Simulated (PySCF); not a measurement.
# Two probes of the same atoms: core binding energy and nuclear shielding

Species: 2-thiophenemethanol, C₅H₆OS.
Atom-mapped SMILES: `[OH:1][CH2:2][c:3]1[cH:4][cH:5][cH:6][s:7]1`

Binding energies: PySCF 2.14.0, delta-SCF UKS SCAN, pcX-2 on the ionised atom, pcseg-1 elsewhere, spin-free X2C. Shieldings: GIAO B3LYP/pcSseg-2, non-relativistic, same geometry.

| atom | C 1s (eV) |
| --- | --- |
| C2 | 292.46 |
| C3 | 290.73 |
| C4 | 290.34 |
| C5 | 290.45 |
| C6 | 290.70 |

What are the absolute isotropic shieldings of these atoms?

```
atom                        environment  C 1s (eV)  isotropic shielding (ppm)
  C4                 aromatic CH carbon     290.34                       42.2
  C5                 aromatic CH carbon     290.45                       42.0
  C6  aromatic CH next to a ring sulfur     290.70                       42.1
  C3        substituted aromatic carbon     290.73                       17.8
  C2             carbinol carbon (C–OH)     292.46                      115.1
```

Among the listed atoms, is the one with the highest binding energy also the least shielded?

No. The highest binding energy is at C2 (292.46 eV, shielding 115.1 ppm), the lowest shielding at C3 (17.8 ppm, 290.73 eV).

By binding energy: C4 < C5 < C6 ≈ C3 < C2. By shielding: C3 < C5 ≈ C6 ≈ C4 < C2.

One conformer (not necessarily the lowest) at the PBE0-D3(BJ)/def2-SVP geometry, without solvent, vibrations or thermal averaging.

Conformer computed: `[OH:1][CH2:2][c:3]1[cH:4][cH:5][cH:6][s:7]1`: O1–C2–C3–C4 79°, H–O1–C2–C3 52°.
